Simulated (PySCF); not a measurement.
F₃HOSi, SMILES O[Si](F)(F)F. Atoms are numbered in the order given.

```xyz
6

O     -0.1096     1.6394     0.0000
Si    -0.0081     0.0054     0.0000
F      0.7685    -0.5668     1.2933
F     -1.5074    -0.5698     0.0000
F      0.7685    -0.5668    -1.2933
H      0.7239     2.1401     0.0000
```
Charge 0, spin multiplicity 1.

Geometry optimised at PBE-D3(BJ)/def2-SVP. The values are those of a single conformer.

Level of theory: HF/pcSseg-1 (PySCF).

GIAO shieldings, no solvent; atoms alike by connectivity are averaged. δ = σ(ref) − σ: ¹⁷O against H2O (σ = 333.0 ppm); ²⁹Si against TMS (σ = 393.8 ppm); ¹⁹F against CFCl3 (σ = 238.5 ppm); ¹H against TMS (σ = 31.99 ppm), references at their B3LYP-D3(BJ)/def2-TZVP geometries, non-relativistic.

Computed chemical shifts:
```tsv
nucleus	atoms	count	δ (ppm)
¹⁷O	O1	1	24.6
²⁹Si	Si2	1	-102.9
¹⁹F	F3, F4, F5	3	-129.3
¹H	H6	1	3.52
```
